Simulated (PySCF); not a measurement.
hypoboric acid (B2H4O4), SMILES OB(O)B(O)O.

Coordinates come from a B3LYP-D3(BJ)/def2-SVP optimisation. One conformer was computed; it need not be the lowest.

Level of theory: PySCF with PBE/def2-TZVP.

Gas-phase values at a fixed geometry.

```json
{
  "total_energy": "-352.96569 hartree",
  "point_group": "Cs",
  "highest_occupied_level": "-6.92 eV",
  "lowest_empty_level": "-1.26 eV",
  "orbital_gap": "5.66 eV",
  "dipole_moment": "3.03 D",
  "quadrupole, principal values (traceless, Buckingham form, about the centre of nuclear charge)": "-9.73, -5.38, 15.11 D·Å",
  "mean_static_polarisability": "45.6 bohr³ (6.75 Å³)",
  "polarisability_principal_values": "31.6, 49.2, 55.9 bohr³"
}
```
